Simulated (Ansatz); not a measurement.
```xyz
2

H    -0.0076    0.0055   -0.3770
H     0.0087   -0.0019    0.3850
```

RHF on singlet H2 was run in several spherical basis sets with Ansatz (development build ahead of 0.2.0).

Question: Rank the basis sets by the total energy that they give, lowest first, with the distance from the lowest.
A. cc-pVTZ
B. STO-3G
C. 6-31G(d)

Answer: A (0.00 eV), C (0.17 eV), B (0.47 eV).
